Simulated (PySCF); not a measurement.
Compound: C10H8O2.
SMILES with atom numbers: `[CH:1]#[C:2][c:3]1[cH:4][cH:5][cH:6][c:7]([C:8](=[O:9])[O:10][CH3:11])[cH:12]1` (hydrogens: H13 on C1; H14 on C4; H15 on C5; H16 on C6; H17, H18, H19 on C11; H20 on C12)

A GFN2-xTB structure was refined with PySCF 2.14.0, PBE0-D3(BJ)/def2-SVP geometry optimisation, gas phase. Its GFN2-xTB values:

```json
{"coordinate": "C1≡C2", "GFN2-xTB": "1.200 Å"}
{"coordinate": "C1–H13", "GFN2-xTB": "1.049 Å"}
{"coordinate": "C2–C3", "GFN2-xTB": "1.417 Å"}
{"coordinate": "C3–C4", "GFN2-xTB": "1.396 Å"}
{"coordinate": "C3–C12", "GFN2-xTB": "1.392 Å"}
{"coordinate": "C4–C5", "GFN2-xTB": "1.383 Å"}
{"coordinate": "C4–H14", "GFN2-xTB": "1.080 Å"}
{"coordinate": "C5–C6", "GFN2-xTB": "1.383 Å"}
{"coordinate": "C5–H15", "GFN2-xTB": "1.080 Å"}
{"coordinate": "C6–C7", "GFN2-xTB": "1.394 Å"}
{"coordinate": "C6–H16", "GFN2-xTB": "1.079 Å"}
{"coordinate": "C7–C8", "GFN2-xTB": "1.483 Å"}
{"coordinate": "C7–C12", "GFN2-xTB": "1.389 Å"}
{"coordinate": "C8–O10", "GFN2-xTB": "1.342 Å"}
{"coordinate": "C11–H17", "GFN2-xTB": "1.092 Å"}
{"coordinate": "C12–H20", "GFN2-xTB": "1.079 Å"}
{"coordinate": "C2–C3–C4", "GFN2-xTB": "120.1°"}
{"coordinate": "C2–C3–C12", "GFN2-xTB": "120.1°"}
{"coordinate": "C3–C4–C5", "GFN2-xTB": "120.1°"}
{"coordinate": "C3–C12–C7", "GFN2-xTB": "119.7°"}
{"coordinate": "C4–C3–C12", "GFN2-xTB": "119.8°"}
{"coordinate": "C5–C6–C7", "GFN2-xTB": "120.1°"}
{"coordinate": "C6–C7–C8", "GFN2-xTB": "118.2°"}
{"coordinate": "C8–C7–C12", "GFN2-xTB": "121.7°"}
{"coordinate": "C6–C7–C8–O9", "GFN2-xTB": "0°"}
```

**Question.** How do these coordinates change at the PBE0-D3(BJ)/def2-SVP level?

**Answer.** 
```
 coordinate  PBE0-D3(BJ)/def2-SVP (Å or °)  change
     C1–H13                          1.074  +0.025
     C6–H16                          1.092  +0.013
      C1≡C2                          1.213  +0.013
      C2–C3                          1.429  +0.012
     C5–H15                          1.092  +0.012
     C4–H14                          1.092  +0.012
    C12–H20                          1.090  +0.011
     C3–C12                          1.403  +0.011
      C3–C4                          1.406  +0.010
      C4–C5                          1.392  +0.009
    C11–H17                          1.101  +0.009
      C5–C6                          1.391  +0.008
     C7–C12                          1.395  +0.006
      C7–C8                          1.489  +0.006
     C8–O10                          1.337  -0.005
      C6–C7                          1.399  +0.005
  C4–C3–C12                          119.0    -0.8
   C2–C3–C4                          120.7    +0.6
  C3–C12–C7                          120.2    +0.5
   C6–C7–C8                          117.8    -0.4
   C3–C4–C5                          120.5    +0.4
   C5–C6–C7                          119.8    -0.3
  C8–C7–C12                          122.0    +0.3
  C2–C3–C12                          120.3    +0.2
C6–C7–C8–O9                              3      +3
```

The energy falls by 1.2 kcal/mol over 8 energy and gradient evaluations, the largest force component goes from 0.0155 to 3.3e-04 Eh/bohr, and the atoms move by 0.039 Å rms after alignment. The bond that changes most is C1–H13 (terminal alkyne carbon to alkyne hydrogen), which lengthens by 0.025 Å. Bonds longer at the end by more than 0.005 Å: 16 of 20; shorter: 1. Rotational constants go from 1731, 590.0, 441.3 to 1715, 584.3, 437.1 MHz.

The run used 208 basis functions and 62 SCF cycles in all. Cost: about 8 min of CPU time on one thread; the machine was shared, so the figure is rough.

Stationary, but not proved a minimum. One conformer, not necessarily the lowest.

The values belong to the conformer `[CH:1]#[C:2][c:3]1[cH:4][cH:5][cH:6][c:7]([C:8](=[O:9])[O:10][CH3:11])[cH:12]1`: C6–C7–C8–O9 3°, C7–C8–O10–C11 180°.
